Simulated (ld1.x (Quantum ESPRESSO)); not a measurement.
**I: TM semilocal pseudisation with PBEsol, scalar-relativistic reference atom.**

```json
{"Element": "I (Z = 53)", "Generator": "ld1.x (Quantum ESPRESSO) 7.5", "Type": "norm-conserving Troullier–Martins (semilocal form)", "Functional": "PBEsol", "Relativity": "scalar-relativistic", "Frozen core": "[Kr] 4d10", "Valence charge": "7", "Reference configuration": "5s2 5p5", "Partial waves": "5p (bound): rc 1.65 bohr; 5d channel at 0.05 Ry: rc 1.40 bohr; 5s (bound): rc 1.70 bohr", "Local potential": "the s channel", "Core correction": "Bessel-smoothed model core inside 0.80 bohr"}
```

All-electron outer shells of the reference configuration (PBEsol, scalar-relativistic, ld1.x):

| shell | level (eV) | outermost node (bohr) | outermost maximum (bohr) |
| --- | --- | --- | --- |
| 4p | -127.38 | 0.37 | 0.72 |
| 4d | -50.21 | 0.35 | 0.78 |
| 5s | -17.45 | 0.88 | 1.70 |
| 5p | -7.10 | 0.96 | 2.02 |

Task: Estimate the cutoffs (Ry, on a coarse ladder) from which the occupation-weighted sum of valence levels, in a spherical-Bessel basis at the reference potential, stays within 10 and 1 mRy of its value at 400 Ry.

Result: 40 Ry and 80 Ry.

Task: Which valence shell sets the plane-wave cutoff?

Result: 5p: its level needs 55 Ry to come within 1 mRy, against 40 Ry for 5s.

Task: Tests: 5s2 5p4; 5s2 5p3; 5s2 5p2; 5s1 5p5; 5s1 5p6; 5s2 5p5.3; 5s2 5p1. Which has the largest error in its energy relative to the reference configuration, and how large is it?

Result: 5s2 5p1, with -126 meV (all-electron minus pseudo) on +99.91 eV.
